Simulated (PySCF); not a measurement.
Homolysis of single bonds, series Ge Cl-H. Isolated molecules, 0 K electronic values unless said otherwise. Strings in code marks are SMILES.

All values below come from ωB97X-D3(BJ)/def2-TZVP // B3LYP-D3(BJ)/def2-TZVP (PySCF 2.14.0). 

```json
[
 {"species": "whole molecule (`[Cl][Ge]([Cl])([Cl])[Cl]`)", "dipole moment (D)": "0.00"},
 {"species": "radical fragment (`[Cl][Ge]([Cl])[Cl]`)", "dipole moment (D)": "1.33"},
 {"species": "whole molecule (`[Cl][GeH]([Cl])[Cl]`)", "dipole moment (D)": "1.55"},
 {"species": "radical fragment (`[Cl][GeH][Cl]`)", "dipole moment (D)": "1.98"},
 {"species": "whole molecule (`[Cl][GeH2][Cl]`)", "dipole moment (D)": "2.11"},
 {"species": "radical fragment (`[GeH2][Cl]`)", "dipole moment (D)": "1.98"},
 {"species": "whole molecule (`[GeH3][Cl]`)", "dipole moment (D)": "2.12"},
 {"species": "radical fragment (`[GeH3]`)", "dipole moment (D)": "0.06"}
]
```
